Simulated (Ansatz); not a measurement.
Correlation energies of `FC[Si]1(F)CC1` by basis set

```xyz
12

F     0.974    1.396   -1.563
C     0.162    0.306   -1.850
Si   -0.371   -0.494   -0.232
F    -1.303   -1.743   -0.586
C    -0.615    0.442    1.304
C     0.662   -0.497    1.260
H    -0.699    0.656   -2.428
H     0.725   -0.393   -2.476
H    -0.411    1.508    1.339
H    -1.377    0.142    2.016
H     1.620    0.014    1.268
H     0.635   -1.336    1.948
```

Charge 0, multiplicity 1. All single points use the PBE0-D4/def2-TZVP geometry. It is one conformer, not always the lowest. Frozen core, restricted reference, the Gaussian-basis code of Ansatz. CBS rows extrapolate triple and quadruple zeta; past MP2 they add the triple-zeta difference.

```tsv
basis	HF (Eh)	MP2 corr.
def2-SVP	-604.57091	-0.87305
def2-TZVPP	-605.06807	-1.11964
def2-QZVPP	-605.09157	-1.20979
```

Problem. Estimate the CCSD correlation energy and the (T) correction in each basis where they were run (hartree).

Solution. 
```csv
basis,CCSD corr.,(T)
def2-SVP,-0.92164,-0.02302
def2-TZVPP,-1.15699,-0.04200
CBS(def2),-1.31392,as TZ
```
